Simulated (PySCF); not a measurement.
# From computed data to an observable: oscillator strength and radiative lifetime

Sn(OMe)(SH) (CH4OSSn), SMILES C[O][Sn][SH] (connectivity only; charge and spin as stated), neutral, multiplicity 1.

Geometry: B3LYP-D3(BJ)/def2-SVP. The structure was generated by enumeration; whether it is a known compound was not checked. The def2 effective core potentials stand for the cores of Sn; spin–orbit coupling is left out. One conformer was computed; it need not be the lowest.

TDA-PBE/def2-SVPD (PySCF) puts the first singlet state with f over 0.02 at 3.85 eV (vertical), with the transition dipole (0.328, -0.415, -0.181) in atomic units.

Find the oscillator strength, the wavelength and the radiative lifetime that this transition would have in vacuum if emission retraced absorption.


|μ|² = 0.3126 au, so |μ| = 1.42 D. ΔE = 3.85/27.211 = 0.1415 hartree. f = (2/3) ΔE |μ|² = 0.029 (the program prints 0.029).
λ = 1239.84/3.85 = 322 nm; ν = 31052 cm⁻¹.
Einstein's coefficient A = 0.6670 ν² f s⁻¹ (ν in cm⁻¹) = 1.9e7 s⁻¹, so τ = 1/A = 53 ns. This state is S2; the lower singlet has f = 0.002. The figure is the radiative limit of this one transition; relaxation, internal conversion, crossing to triplets and a medium change what is measured.
